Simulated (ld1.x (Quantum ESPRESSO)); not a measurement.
La (Z = 57): TM pseudisation with PW91, scalar-relativistic reference atom.

| Item | Value |
| --- | --- |
| Element | La |
| Generator | ld1.x (Quantum ESPRESSO) 7.5 |
| Type | norm-conserving Troullier–Martins (Kleinman–Bylander form) |
| Functional | PW91 |
| Relativity | scalar-relativistic |
| Frozen core | [Kr] 4d10 |
| Valence charge | 11 |
| Reference configuration | 4f0 5s2 5p6 5d1 6s1 6p0 (charge +1) |
| Partial waves | 5p (bound): rc 2.75 bohr; 5d (bound): rc 3.15 bohr; 4f (bound, empty): rc 1.70 bohr; 5s (bound): rc 2.35 bohr |
| Local potential | the s channel |
| Core correction | none |

Occupied shells without a wave of their own: 6s. They enter only through the test configuration that unscreens the potential.

Poles of the logarithmic derivatives, all-electron (AE) and pseudo (PS). s: poles at -3.3, 1.3 (AE) and -3.3, 0.5, 4.6 (PS) Ry. p: poles at -2.0, 2.3 (AE) and -2.0, 2.2 (PS) Ry. d: poles at -0.1, 4.0 (AE) and -0.1, 3.9 (PS) Ry. f: poles at -0.7, 2.1 (AE) and -0.7, 2.1 (PS) Ry. Test radius 3.41 bohr.

* Cutoffs needed: 21 Ry and 35 Ry (the cutoffs (Ry, on a coarse ladder) from which the occupation-weighted sum of valence levels, in a spherical-Bessel basis at the reference potential, stays within 10 and 1 mRy of its value at 400 Ry) The cutoffs count occupied waves only; the empty 4f level needs 110 Ry at the loose tolerance.
* Ghost test: no extra level below or beside the all-electron valence levels (p, d, f, s tested) (spherical-Bessel basis up to 400 Ry, 20 bohr box)
* Configuration tests: 1 of 7 tests not solved or not reliable; not counted: 4f1 5s2 5p6 5d0 6s2 6p0 (all-electron atom not converged, printed error -95.2 eV)
